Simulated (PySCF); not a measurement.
**Structure and largest two-photon cross section among the few lowest singlets (linear parallel light, single beam, Lorentzian half width 0.1 eV, states within 0.08 eV summed)**

Theory: TDDFT CAM-B3LYP/aug-cc-pVDZ excited states, vertical, gas phase (PySCF 2.14.0). Geometry: PBE0-D3(BJ)/def2-SVP.

Each molecule in one low-energy conformer.

The calculation is non-relativistic, which matters for the atoms heavier than Zn.

Q: How does the largest two-photon cross section among the few lowest singlets (linear parallel light, single beam, Lorentzian half width 0.1 eV, states within 0.08 eV summed) change along this series?
- [SiH3]c1cccc2n[se]nc12 (H replaced by SiH3)
- Brc1ccc2n[se]nc2c1 (H replaced by Br)
- Clc1cccc2n[se]nc12 (H replaced by Cl)

A: 
```tsv
molecule	S1 (eV)	f(S1)	largest σ (GM)	at photon λ (nm)
[SiH3]c1cccc2n[se]nc12	3.81	0.074	0.2	587
Brc1ccc2n[se]nc2c1	3.80	0.069	0.6	653
Clc1cccc2n[se]nc12	3.63	0.069	0.3	684
```
The largest two-photon cross section among the few lowest singlets (linear parallel light, single beam, Lorentzian half width 0.1 eV, states within 0.08 eV summed) is lowest for [SiH3]c1cccc2n[se]nc12 and highest for Brc1ccc2n[se]nc2c1.
